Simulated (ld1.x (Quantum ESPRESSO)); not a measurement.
What one change does to a pseudopotential (hafnium, ultrasoft)

hafnium (Hf), ultrasoft, made with ld1.x (Quantum ESPRESSO) 7.5 (PBE, scalar-relativistic). Core [Xe] 4f14, reference 5d3 6s1 6p0. Waves: 6s (bound): rcut 2.35, rcutus 2.80 bohr; 6s channel at 3.7 Ry: rcut 2.35, rcutus 2.80 bohr; 6p (bound, empty): rcut 2.35, rcutus 3.20 bohr; 6p channel at 4.25 Ry: rcut 2.35, rcutus 3.20 bohr; 5d (bound): rcut 2.05, rcutus 2.25 bohr; 5d channel at 1.25 Ry: rcut 2.05, rcutus 2.25 bohr. Local part: all-electron potential smoothed inside 2.50 bohr (lloc = -1). Core correction: none. Augmentation charge: PSQ, inside the norm-conserving radii.

All-electron outer shells of the reference configuration (PBE, scalar-relativistic, ld1.x):

| shell | level (eV) | outermost node (bohr) | outermost maximum (bohr) |
| --- | --- | --- | --- |
| 5p | -34.30 | 0.60 | 1.16 |
| 4f | -15.47 | – | 0.45 |
| 6s | -4.74 | 1.37 | 2.96 |
| 5d | -1.99 | 0.67 | 1.73 |
| 6p | -1.28 | 1.67 | 4.26 |

Change: all radii scaled by about 1.26 (s 3.54, p 4.04, d 2.84 bohr, rcut 2.96/2.96/2.58); local potential all-electron potential smoothed inside 3.16 bohr (lloc = -1).

Cutoffs: the cutoffs (Ry, on a coarse ladder) from which the occupation-weighted sum of valence levels, in a spherical-Bessel basis at the reference potential, stays within 10 and 1 mRy of its value at 400 Ry; they do not see the model core or the augmentation charge, which bear on the density cutoff. Errors are all-electron minus pseudo energies relative to the spin-unpolarised reference configuration.

Question: Predict the effect on cutoff, ghosts and configuration errors.

Answer: The potential gets softer (18 Ry and 21 Ry → 10 Ry and 15 Ry); of the 7 tests that both files solve, the error grows in 6 and shrinks in 1 by more than 15 % and 0.3 meV (median size 60.9 → 153.1 meV); neither file shows a bound ghost at the reference potential, the only one tested. A larger radius leaves more room for a smooth pseudo-wave, so fewer plane waves are needed.

| quantity | base | changed |
| --- | --- | --- |
| cutoff, loose | 18 Ry | 10 Ry |
| cutoff, tight | 21 Ry | 15 Ry |
| loose cutoff by channel (10 mRy a level) | s 6 Ry, d 15 Ry | s 6 Ry, d 8 Ry |
| bound ghosts | none | none |
| error for 5d2 6s2 6p0, meV [ΔE -2.59 eV] | +61 | -202 |
| error for 5d2 6s1 6p0, meV [ΔE 5.38 eV] | +2.8 | -115 |
| error for 5d2 6s0 6p0, meV [ΔE 19.56 eV] | +101 | +5.6 |
| error for 5d1 6s0 6p0, meV [ΔE 41.36 eV] | +224 | -865 |
| error for 5d2 6s1.5 6p0, meV [ΔE 0.66 eV] | +26 | -153 |
| error for 5d2 6s1 6p1, meV [ΔE 1.23 eV] | +29 | -144 |
| error for 5d1 6s2 6p1, meV [ΔE -0.63 eV] | +303 | -948 |
| lowest overlap eigenvalue by channel | s 0.77, p 0.97, d 0.92 | s 0.04, p 0.14, d 0.23 |

Changed file: These tests converged, but a pseudo level misses the all-electron one widely, so the file describes the atom poorly there or has found another state: 5d1 6s2 6p1: 5d by 1.1 eV.
